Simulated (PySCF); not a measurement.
## Ar²⁺: excitation energy

Ar²⁺ [Ne] 3s2 3p4 (3P) → Ar²⁺ [Ne] 3s2 3p3 3d1 (5D), as a difference of total energies. Computed with PySCF 2.14 in x2c-QZVPPall with one added diffuse shell each of s, p, d, f type (10s7p5d3f1g, 86 functions), with scalar relativity by spin-free X2C-1e. Correlated levels: valence and next inner shell: 1s2 frozen. The calculations carry no spin-orbit coupling.

```
                                method  excitation energy (eV)
                                   UHF                  17.173
    MP2 (valence and next inner shell)                  17.865
SCS-MP2 (valence and next inner shell)                  18.080
   CCSD (valence and next inner shell)                  17.952
CCSD(T) (valence and next inner shell)                  17.985
```

Question: How much does correlation contribute at CCSD(T) (valence and next inner shell)?

Answer: 17.985 − (17.173) = 0.812 eV, measured against UHF.

The promoted electron is Rydberg-like, and one or two diffuse shells describe it only roughly, which tends to raise the upper state.
